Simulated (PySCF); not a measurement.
# Dipole response of Ar(2+) (argon, charge +2)

[Ne] 3s2 3p4, high-spin 3P determinant. All numbers are calculated (PySCF 2.14, the spin-free X2C one-electron Hamiltonian (Gaussian nucleus), in aug-cc-pCVQZ-DK). Coupled (time-dependent) response in atomic units; α is the mean over directions.

```
method  mean α (bohr³)         α xx, yy, zz  C₆ (like pair)  S(−4)
 B3LYP           4.805  4.833, 4.748, 4.833           16.84  5.602
```

S(−4) is the Cauchy moment in α(ω) = α(0) + S(−4) ω² + …

α(iu) at B3LYP:

```json
{"u (hartree)": "0", "α(iu) (bohr³)": "4.805"}
{"u (hartree)": "0.0500", "α(iu) (bohr³)": "4.791"}
{"u (hartree)": "0.100", "α(iu) (bohr³)": "4.749"}
{"u (hartree)": "0.200", "α(iu) (bohr³)": "4.592"}
{"u (hartree)": "0.300", "α(iu) (bohr³)": "4.354"}
{"u (hartree)": "0.500", "α(iu) (bohr³)": "3.747"}
{"u (hartree)": "0.750", "α(iu) (bohr³)": "2.963"}
{"u (hartree)": "1.00", "α(iu) (bohr³)": "2.309"}
{"u (hartree)": "1.50", "α(iu) (bohr³)": "1.441"}
{"u (hartree)": "2.00", "α(iu) (bohr³)": "0.9639"}
{"u (hartree)": "3.00", "α(iu) (bohr³)": "0.5174"}
{"u (hartree)": "5.00", "α(iu) (bohr³)": "0.2299"}
```

A single London oscillator, α(iu) = α/(1 + u²/ω²), gives C₆ = (3/4) ω α². Matching the computed C₆ needs ω = 4 × 16.84 / (3 × 4.805²) = 0.973 hartree.

For an ion, C₆ is the dispersion term alone; charge-induced terms of lower order in 1/R come first.

The components differ because the open shell of this determinant is not spherical; for a pure term their mean is the scalar polarisability.
